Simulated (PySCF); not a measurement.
# Dipole moment and polarisability of `Sc1ccc2cnoc2c1`

Compound: C7H5NOS.
Numbering: `[SH:1][c:2]1[cH:3][cH:4][c:5]2[cH:6][n:7][o:8][c:9]2[cH:10]1` (hydrogens: H11 on S1; H12 on C3; H13 on C4; H14 on C6; H15 on C10)

Geometry (GFN2-xTB, Å), atoms numbered from 1 in this order:
```xyz
15
C7H5NOS angstrom
S      3.3281    0.0577   -0.2994
C      1.5741    0.0865   -0.1331
C      0.9833    1.3313    0.1484
C     -0.3743    1.4617    0.2964
C     -1.1579    0.3149    0.1612
C     -2.5394   -0.0275    0.2290
N     -2.7141   -1.2929    0.0183
O     -1.4972   -1.8756   -0.2000
C     -0.5490   -0.9258   -0.1182
C      0.8219   -1.0660   -0.2728
H      3.4325   -1.2478   -0.5422
H      1.6286    2.1905    0.2479
H     -0.8254    2.4175    0.5104
H     -3.3798    0.6084    0.4214
H      1.2644   -2.0249   -0.4892
```

Level: CAM-B3LYP/def2-SVPD (PySCF), static field, nuclei fixed, core orbitals frozen in the response. The polarisability tensor in these axes (au):

```
x   160.30   6.85  -7.79
y     6.85 106.13   7.17
z    -7.79   7.17  64.94
```

Q: Diagonalise the tensor; give its mean and Δα, where Δα² is half the sum of the squared differences of the eigenvalues.

A: Principal values 62.92, 106.81 and 161.64 au; mean 110.46 au = 16.37 Å³ = 18.21 × 10⁻⁴⁰ C²·m²/J; Δα = 85.67 au (78 % of the mean).

Q: What is the dipole moment, and where does it point?

A: (1.25, 1.96, 0.24) D, 2.34 D in size, pointing from the negative to the positive side. Measured along this direction, the outermost atoms are N7 at the negative end and H12 at the positive end.

Q: Rayleigh depolarisation ratio (linearly polarised light, static tensor)?

A: ρ = 3Δα²/(45ᾱ² + 4Δα²) = 22018.4/(549042 + 29357.9) = 0.0381.

Q: Along which axes do the principal values lie, and how far do the nuclei extend along each?

A: Largest value along (0.99, 0.11, -0.07), where the nuclei span 6.64 Å; middle along (-0.10, 0.98, 0.19), 4.73 Å; least along (0.09, -0.18, 0.98), 0.01 Å. The response follows the extents in order.

Q: In a dilute gas of rigid molecules at 350 K, how does the orientational term μ²/3kT compare with the electronic polarisability?

A: In Gaussian units μ²/3kT = 37.77 Å³ against 16.37 Å³, a ratio of 2.31; the Debye molar polarisation (4π/3)N_A(α + μ²/3kT) is 136.6 cm³/mol, leaving out the vibrational part.

Q: Refractivity n − 1 of an ideal gas of it at 273.15 K and 1 atm, from the electronic α?

A: N = p/kT = 2.6868 × 10¹⁹ cm⁻³, so n − 1 = 2π × N × 16.37 × 10⁻²⁴ cm³ = 2763 × 10⁻⁶ at long wavelengths.

Q: Find the Langevin capture rate constant for O2+ (31.990 u) meeting this molecule (151.009 u), k = 2.342 × 10⁻⁹ cm³/s × √(α in Å³ / reduced mass in u).

A: The reduced mass is 26.40 u, so k = 1.84 × 10⁻⁹ cm³/s. The formula leaves out the permanent dipole, which adds to the capture rate.

The structure is a single GFN2-xTB conformer in the gas phase; no vibrational or solvent corrections.
